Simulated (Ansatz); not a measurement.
Computed with Ansatz.

`C[SiH](Cl)CCl`. Total charge 0; spin multiplicity 1. The structure was optimised at the PBE0-D4/def2-TZVP level. It is one conformer, not always the lowest.

```xyz
11

C    -0.168   -1.556   -0.252
Si   -0.614    0.135    0.360
Cl   -0.769    0.106    2.421
C     0.710    1.401   -0.050
Cl    0.838    1.505   -1.831
H    -0.953   -2.273   -0.001
H     0.766   -1.897    0.201
H    -0.044   -1.541   -1.337
H    -1.912    0.606   -0.177
H     0.458    2.394    0.324
H     1.688    1.119    0.341
```

(1) What is the dipole moment at r2SCAN/def2-TZVPP? (Estimate.)

(2) And with PBE, B3LYP, ωB97M-V? (Best estimate.)

(3) Give the Mulliken charges with r2SCAN, B3LYP, ωB97M-V in def2-TZVPP. (Estimate.)

## Answers

(1) The calculation gave: 0.79 D, with components (0.45, -0.64, -0.02) D in this frame, pointing from negative to positive charge.

(2) The calculation gave: PBE 0.77 D, B3LYP 0.74 D, ωB97M-V 0.75 D.

(3) The calculation gave: 
| atom | r2SCAN | B3LYP | ωB97M-V |
| --- | --- | --- | --- |
| C1 | -0.30 | -0.38 | -0.43 |
| Si2 | 0.48 | 0.48 | 0.40 |
| Cl3 | -0.27 | -0.27 | -0.23 |
| C4 | -0.12 | -0.19 | -0.28 |
| Cl5 | -0.17 | -0.16 | -0.13 |
| H6 | 0.08 | 0.11 | 0.13 |
| H7 | 0.08 | 0.11 | 0.13 |
| H8 | 0.09 | 0.12 | 0.13 |
| H9 | -0.07 | -0.07 | -0.02 |
| H10 | 0.10 | 0.13 | 0.15 |
| H11 | 0.10 | 0.13 | 0.15 |

B3LYP here is the variant with VWN-RPA as its local correlation; programs differ in this.
